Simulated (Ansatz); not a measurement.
Ansatz (a quantum-chemistry and plane-wave program) input for octafluorocyclobutane (C₄F₈), SMILES C1(F)(C(C(F)(C1(F)F)F)(F)F)F, PBE0-D3(BJ)/def2-SVP. 

Ansatz 0.2 input:
```yaml
crystal:
  periodic: [false, false, false]
  atoms:
    - {symbol: F, position_ang: [-1.21531424, -1.21531425, -1.24966854]}
    - {symbol: C, position_ang: [-0.78141025, -0.78141025, -0.06270903]}
    - {symbol: F, position_ang: [-1.43903511, -1.43903510, 0.89133988]}
    - {symbol: C, position_ang: [-0.78141025, 0.78141024, 0.06270903]}
    - {symbol: F, position_ang: [-1.43903511, 1.43903511, -0.89133989]}
    - {symbol: F, position_ang: [-1.21531425, 1.21531425, 1.24966853]}
    - {symbol: C, position_ang: [0.78141025, 0.78141025, -0.06270903]}
    - {symbol: F, position_ang: [1.43903511, 1.43903511, 0.89133988]}
    - {symbol: F, position_ang: [1.21531425, 1.21531424, -1.24966854]}
    - {symbol: C, position_ang: [0.78141025, -0.78141025, 0.06270904]}
    - {symbol: F, position_ang: [1.43903511, -1.43903511, -0.89133988]}
    - {symbol: F, position_ang: [1.21531424, -1.21531424, 1.24966854]}
basis:
  gaussian:
    orbitals: def2-SVP
hamiltonian:
  xc: pbe0
  dispersion: d3bj
relax: {f_tol: 0.002, max_steps: 200}
```

Program output:

```
WARN ansatz: RAYON_NUM_THREADS=1 ignored (pool sized by the plan → 1); use --threads N
Functional definition: PBE0
integrals: 0.19 GiB planned
1804 factors; integrals over basis functions are off by at most 1.9e-4 eV
mean field: 1.14 GiB planned
mean field evaluation 1: about -25833.2351 eV, gradient 4.8e1 eV
mean field evaluation 2: about -25830.0444 eV, gradient 6.6e1 eV
mean field evaluation 4: about -25836.3445 eV, gradient 9.0e-1 eV
mean field evaluation 8: about -25836.4452 eV, gradient 7.5e-2 eV
mean field -25836.44521181 eV, -949.4718489623 hartree, gradient 6.8e-5 eV, S^2 0.000000; 0 other end points of the search recorded, 0 dependent functions left out
the calculation of the forces begins
reference -25836.44522240 eV, -949.4718493516 hartree; 48, 48 occupied and 120, 120 virtual orbitals, 1804 factors
relax step   1: F+E_penalty+E_count = -25836.67994214 eV  Δ(F+E_penalty+E_count) = +0.000e0 eV  max|allowed force component| = 3.724e-1 eV/Å  Δτ_max = 0.0000 Å  (27 SCF iters, accepted)
these checks for a lower state are left out or cut short: starts, cluster_reference, orbital_swaps, neighbouring_geometries, increment
integrals: 0.19 GiB planned
1804 factors; integrals over basis functions are off by at most 2.0e-4 eV
mean field: 1.15 GiB planned
mean field evaluation 16: about -25836.3674 eV, gradient 3.2e0 eV
mean field -25836.48787430 eV, -949.4734167801 hartree, gradient 6.3e-6 eV, S^2 0.000000; 0 other end points of the search recorded, 0 dependent functions left out
the calculation of the forces begins
reference -25836.48788499 eV, -949.4734171730 hartree; 48, 48 occupied and 120, 120 virtual orbitals, 1804 factors
relax step   2: F+E_penalty+E_count = -25836.72386245 eV  Δ(F+E_penalty+E_count) = -4.392e-2 eV  max|allowed force component| = 1.564e-1 eV/Å  Δτ_max = 0.0253 Å  (30 SCF iters, accepted)
these checks for a lower state are left out or cut short: starts, cluster_reference, orbital_swaps, neighbouring_geometries, increment
integrals: 0.19 GiB planned
1804 factors; integrals over basis functions are off by at most 2.1e-4 eV
mean field: 1.15 GiB planned
mean field -25836.49579398 eV, -949.4737078231 hartree, gradient 6.1e-6 eV, S^2 0.000000; 0 other end points of the search recorded, 0 dependent functions left out
the calculation of the forces begins
reference -25836.49580475 eV, -949.4737082187 hartree; 48, 48 occupied and 120, 120 virtual orbitals, 1804 factors
relax step   3: F+E_penalty+E_count = -25836.73257700 eV  Δ(F+E_penalty+E_count) = -8.715e-3 eV  max|allowed force component| = 1.328e-2 eV/Å  Δτ_max = 0.0222 Å  (30 SCF iters, accepted)
these checks for a lower state are left out or cut short: starts, cluster_reference, orbital_swaps, neighbouring_geometries, increment
integrals: 0.19 GiB planned
1804 factors; integrals over basis functions are off by at most 2.1e-4 eV
mean field: 1.15 GiB planned
mean field evaluation 32: about -25836.3843 eV, gradient 2.4e0 eV
mean field -25836.49685542 eV, -949.4737468301 hartree, gradient 6.2e-6 eV, S^2 0.000000; 0 other end points of the search recorded, 0 dependent functions left out
the calculation of the forces begins
reference -25836.49686619 eV, -949.4737472260 hartree; 48, 48 occupied and 120, 120 virtual orbitals, 1804 factors
relax step   4: F+E_penalty+E_count = -25836.73379235 eV  Δ(F+E_penalty+E_count) = -1.215e-3 eV  max|allowed force component| = 2.006e-2 eV/Å  Δτ_max = 0.0166 Å  (31 SCF iters, accepted)
these checks for a lower state are left out or cut short: starts, cluster_reference, orbital_swaps, neighbouring_geometries, increment
integrals: 0.19 GiB planned
1804 factors; integrals over basis functions are off by at most 2.2e-4 eV
mean field: 1.15 GiB planned
mean field -25836.49736279 eV, -949.4737654757 hartree, gradient 6.6e-6 eV, S^2 0.000000; 0 other end points of the search recorded, 0 dependent functions left out
the calculation of the forces begins
reference -25836.49737351 eV, -949.4737658696 hartree; 48, 48 occupied and 120, 120 virtual orbitals, 1804 factors
relax step   5: F+E_penalty+E_count = -25836.73486735 eV  Δ(F+E_penalty+E_count) = -1.075e-3 eV  max|allowed force component| = 1.940e-1 eV/Å  Δτ_max = 0.1193 Å  (36 SCF iters, accepted)
these checks for a lower state are left out or cut short: starts, cluster_reference, orbital_swaps, neighbouring_geometries, increment
integrals: 0.19 GiB planned
1804 factors; integrals over basis functions are off by at most 2.3e-4 eV
mean field: 1.15 GiB planned
mean field -25836.49297057 eV, -949.4736040643 hartree, gradient 6.5e-6 eV, S^2 0.000000; 0 other end points of the search recorded, 0 dependent functions left out
the calculation of the forces begins
reference -25836.49298131 eV, -949.4736044593 hartree; 48, 48 occupied and 120, 120 virtual orbitals, 1804 factors
relax step   6: F+E_penalty+E_count = -25836.73075438 eV  Δ(F+E_penalty+E_count) = +4.113e-3 eV  max|allowed force component| = 2.355e-1 eV/Å  Δτ_max = 0.0250 Å  (30 SCF iters, rejected (line search))
these checks for a lower state are left out or cut short: starts, cluster_reference, orbital_swaps, neighbouring_geometries, increment
integrals: 0.19 GiB planned
1804 factors; integrals over basis functions are off by at most 2.2e-4 eV
mean field: 1.15 GiB planned
mean field evaluation 64: about -25836.5008 eV, gradient 6.5e-6 eV
mean field -25836.50076007 eV, -949.4738903235 hartree, gradient 6.5e-6 eV, S^2 0.000000; 0 other end points of the search recorded, 0 dependent functions left out
the calculation of the forces begins
reference -25836.50077083 eV, -949.4738907187 hartree; 48, 48 occupied and 120, 120 virtual orbitals, 1804 factors
relax step   7: F+E_penalty+E_count = -25836.73827402 eV  Δ(F+E_penalty+E_count) = -3.407e-3 eV  max|allowed force component| = 1.194e-2 eV/Å  Δτ_max = 0.0125 Å  (31 SCF iters, accepted)
these checks for a lower state are left out or cut short: starts, cluster_reference, orbital_swaps, neighbouring_geometries, increment
integrals: 0.19 GiB planned
1804 factors; integrals over basis functions are off by at most 2.2e-4 eV
mean field: 1.15 GiB planned
mean field -25836.50087189 eV, -949.4738944325 hartree, gradient 6.6e-6 eV, S^2 0.000000; 0 other end points of the search recorded, 0 dependent functions left out
the calculation of the forces begins
reference -25836.50088265 eV, -949.4738948280 hartree; 48, 48 occupied and 120, 120 virtual orbitals, 1804 factors
relax step   8: F+E_penalty+E_count = -25836.73834619 eV  Δ(F+E_penalty+E_count) = -7.217e-5 eV  max|allowed force component| = 1.635e-3 eV/Å  Δτ_max = 0.0059 Å  (31 SCF iters, accepted)
these checks for a lower state are left out or cut short: starts, cluster_reference, orbital_swaps, neighbouring_geometries, increment
integrals: 0.19 GiB planned
1804 factors; integrals over basis functions are off by at most 2.2e-4 eV
mean field: 1.15 GiB planned
mean field -25836.50092159 eV, -949.4738962592 hartree, gradient 6.6e-6 eV, S^2 0.000000; 0 other end points of the search recorded, 0 dependent functions left out
the calculation of the forces begins
reference -25836.50093236 eV, -949.4738966548 hartree; 48, 48 occupied and 120, 120 virtual orbitals, 1804 factors
relax step   9: F+E_penalty+E_count = -25836.73836153 eV  Δ(F+E_penalty+E_count) = -1.534e-5 eV  max|allowed force component| = 9.827e-4 eV/Å  Δτ_max = 0.0051 Å  (31 SCF iters, accepted)
integrals: 0.19 GiB planned
1804 factors; integrals over basis functions are off by at most 2.2e-4 eV
mean field: 1.15 GiB planned
mean field evaluation 96: about -25836.5009 eV, gradient 6.6e-6 eV
mean field -25836.50092159 eV, -949.4738962592 hartree, gradient 6.6e-6 eV, S^2 0.000000; 1 other end points of the search recorded, 0 dependent functions left out
the calculation of the forces begins
reference -25836.50093236 eV, -949.4738966548 hartree; 48, 48 occupied and 120, 120 virtual orbitals, 1804 factors
Total energy: -25836.73837229 eV, -949.4826224115 hartree
Atom 0 at    -1.119792    -1.119792    -1.332586 Å, force     0.000743     0.000743     0.000973 eV/Å
Atom 1 at    -0.773479    -0.773479    -0.095034 Å, force     0.000183     0.000183     0.000751 eV/Å
Atom 2 at    -1.465429    -1.465429     0.796605 Å, force    -0.000882    -0.000882     0.000859 eV/Å
Atom 3 at    -0.773480     0.773480     0.095034 Å, force     0.000228    -0.000228    -0.000751 eV/Å
Atom 4 at    -1.465431     1.465431    -0.796605 Å, force    -0.000872     0.000872    -0.000849 eV/Å
Atom 5 at    -1.119793     1.119793     1.332587 Å, force     0.000743    -0.000743    -0.000983 eV/Å
Atom 6 at     0.773479     0.773479    -0.095034 Å, force    -0.000183    -0.000183     0.000751 eV/Å
Atom 7 at     1.465429     1.465429     0.796605 Å, force     0.000882     0.000882     0.000859 eV/Å
Atom 8 at     1.119792     1.119792    -1.332586 Å, force    -0.000743    -0.000743     0.000973 eV/Å
Atom 9 at     0.773480    -0.773480     0.095034 Å, force    -0.000228     0.000228    -0.000751 eV/Å
Atom 10 at     1.465431    -1.465431    -0.796605 Å, force     0.000872    -0.000872    -0.000849 eV/Å
Atom 11 at     1.119793    -1.119793     1.332587 Å, force    -0.000743     0.000743    -0.000983 eV/Å
Dipole moment:    -0.000000    -0.000000    -0.000000 e Å
```

Self-consistency was reached.

Cost: very roughly 2.3 core-minutes.
